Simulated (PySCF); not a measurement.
silicon monosulfide (SSi), singlet, at a GFN2-xTB geometry. Base run: HF/def2-TZVP, polarisability (PySCF).

The PySCF input:
```python
from pyscf import gto, scf
from pyscf.prop import polarizability

mol = gto.Mole()
mol.atom = '''
    Si   -0.00000000   -0.00000000   -1.06660322
    S     0.00000000    0.00000000    0.93327782
'''
mol.basis = 'def2-tzvp'
mol.verbose = 4
mol.build()

mf = scf.RHF(mol)
mf.kernel()
alpha = mf.Polarizability().polarizability()[2, 2]
print('alpha_zz =', alpha)
```

The base run was repeated with changes; each row names its change, and settings that it needs were set with it.

```
change                                         alpha_zz (bohr³)  basis functions
---------------------------------------------  ----------------  ---------------
base                                                      63.55               74
finite field (a.u.) = 0.05; conv_tol = 1e-11              64.10               74
finite field (a.u.) = 0.02; conv_tol = 1e-11              63.64               74
finite field (a.u.) = 2e-4; conv_tol = 1e-6               60.42               74
basis = def2-SVPD                                         65.27               51
basis = aug-cc-pVTZ                                       66.79              100
basis = aug-cc-pVDZ                                       66.48               54
finite field (a.u.) = 0.005; conv_tol = 1e-11             63.55               74
finite field (a.u.) = 0.001; conv_tol = 1e-6              63.60               74
basis = cc-pVDZ                                           59.97               36
functional = camb3lyp                                     65.36               74
finite field (a.u.) = 0.001; conv_tol = 1e-11             63.55               74
```

Finite-field rows take the second difference of the energy in a field along z; a small field with loose convergence shows SCF noise divided by the square of the field, and a large one adds hyperpolarisability.
